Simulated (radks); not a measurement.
Question: The cerium ion Ce8+ is in [Kr] 4d10 5s2 5p(1/2: 2, 3/2: 0). All-electron calculation, Dirac Kohn-Sham, relativistic LDA (MacDonald-Vosko exchange, VWN5 correlation), spin-unpolarised, spherical densities, finite nucleus; Fermi nuclear charge, rms radius of each element as measured or else 0.836 A^(1/3) + 0.57 fm. Program: a radial shooting solver on a logarithmic mesh with Libxc functionals. Sub-shells are occupied by j as written (lower j first in brackets). One electron is removed from 4d3/2, 5s1/2, 4d5/2, 5p1/2 in turn, with full relaxation. Which removal costs least, and what does each cost?

Answer: 5p1/2 126.18 eV; 5s1/2 144.92 eV; 4d5/2 232.35 eV; 4d3/2 235.92 eV. The 5p1/2 electron leaves first.
